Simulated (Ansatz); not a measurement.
Computed with Ansatz on PBE0-D4/def2-TZVP structures; ΔE is electronic, products minus reactants. CCSD(T)/CBS is the MP2 limit (def2-TZVPP, def2-QZVPP) plus CCSD(T) − MP2 in def2-TZVPP, frozen cores. This one scheme is used for every species. One conformer a species, not always the lowest.

Reaction (hydrogenolysis of the Si–S bond): `C[SiH](S)C#N` + H₂ → `C[SiH2]C#N` + H₂S

```
       species  SCS-MP2/def2-QZVPP energy (Eh)
`C[SiH](S)C#N`                      -820.58152
            H₂                        -1.17321
  `C[SiH2]C#N`                      -422.80694
           H₂S                      -398.93269
```

**Question.** Work out ΔE.

**Answer.** ΔE = (-422.80694) + (-398.93269) − (-820.58152) − (-1.17321) = 0.01510 Eh = +39.6 kJ/mol. CCSD(T)/CBS gives +39.9 kJ/mol.

Largest T1 diagnostic among the species: 0.012.

The D4 term adds +11.5 kJ/mol with B3LYP and +6.3 kJ/mol with PBE0; it sums over pairs of atoms, weighted by their polarisabilities, and B3LYP, whose exchange is more repulsive, gets the larger term. In def2-TZVPP, CCSD(T) changes the Hartree–Fock value by +20.9 kJ/mol (the triples alone add +5.5 kJ/mol) and MP2 by +31.5 kJ/mol.

B3LYP here is the variant with VWN-RPA as its local correlation; programs differ in this.
